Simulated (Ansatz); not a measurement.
Energy profile

The step: SiH₂OF₂ ([OH][SiH]([F])[F]) + H₂ → SiH₂F₂ ([F][SiH2][F]) + H₂O; bonds formed: Si1–H7, O2–H6; bonds broken: Si1–O2, H6–H7 (atoms numbered as in the saddle structure below).

Si1  (-0.356, 0.477, -0.128)
O2  (0.965, -0.564, 0.627)
F3  (-0.455, 0.369, -1.720)
F4  (-1.667, 0.923, 0.666)
H5  (0.438, 1.716, 0.005)
H6  (0.129, -1.262, 0.285)
H7  (-0.926, -1.103, -0.026)
H8  (1.871, -0.556, 0.292)
(Å)

Electronic energies by CCSD(T) at an estimated basis limit (MP2 extrapolated from triple and quadruple zeta, plus CCSD(T) − MP2 in triple zeta), on PBE0-D4/def2-TZVP structures; SiH$_{4}$OF$_{2}$, closed shell; no counterpoise correction. Program: Ansatz 0.2.0. Basis: def2-TZVPP and def2-QZVPP. Cores are frozen in the correlated methods. Extrapolation: Hartree–Fock as exp(−7.88 √X), correlation as X^−2.97.

Question: Give the profile in kcal/mol, counted from the separated reactants. (To be estimated.)

Answer: By the calculation:
| point | kcal/mol |
| --- | --- |
| separated: SiH$_{2}$OF$_{2}$ (linked as [OH][SiH]([F])[F]; Si1, O2, F3, F4, H5, H8; singlet) + H$_{2}$ (H6, H7; singlet) | 0.00 |
| start structure | -0.93 |
| saddle | 60.39 |
| end structure | 20.49 |
| separated: SiH$_{2}$F$_{2}$ (linked as [F][SiH2][F]; Si1, F3, F4, H5, H7; singlet) + H$_{2}$O (O2, H6, H8; singlet) | 24.59 |

T1 diagnostic: at most 0.013.

For scale, one of the runs: CCSD(T)/def2-TZVPP, 191 basis functions, launched by `ansatz run in.yaml --threads 4 --pin off --events-out ev --progress --plain --max-ram 9574MiB`. Time: 40 s of wall clock on 4 CPU threads of an Arm Neoverse V2; the host was shared. Peak host memory: 2.2 GiB.
